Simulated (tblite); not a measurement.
Isomers of C4H7N3Si. All values are computed: GFN2-xTB (tblite) harmonic vibrations without scaling, gas phase. Errors from tens to a few hundred cm⁻¹ against measured bands are possible. Modes of hydrogen on silicon can be 10 to 20 % off. One conformer each.

Electronic energies: GFN2-xTB at the same geometries; isomer energies are rough at this level and their order can be wrong.

| SMILES | electronic energy, lowest = 0 (kJ/mol) |
| --- | --- |
| C=Cc1n[nH]nc1[SiH3] | 25.1 |
| Cc1cc([SiH3])nnn1 | 50.4 |
| C=Cn1ncc([SiH3])n1 | 0.0 |

**Question.** How do GFN2-xTB zero-point energies change the relative energies?

**Answer.** 
```
             SMILES  ZPE (kJ/mol)  of it from modes above 1550 cm⁻¹  electronic (kJ/mol)  with ZPE, lowest = 0 (kJ/mol)  lowest mode (cm⁻¹)  rings
 C=Cn1ncc([SiH3])n1         271.0                             126.0                  0.0                            0.0                  21      1
C=Cc1n[nH]nc1[SiH3]         271.7                             126.9                 25.1                           25.7                  68      1
  Cc1cc([SiH3])nnn1         266.9                             113.8                 50.4                           46.3                 18i      1
```

The zero-point energies span 4.8 kJ/mol, from `Cc1cc([SiH3])nnn1` to `C=Cc1n[nH]nc1[SiH3]`. Slightly imaginary modes are left out of the zero-point energy: `Cc1cc([SiH3])nnn1` 17.6i cm⁻¹. The order is unchanged.
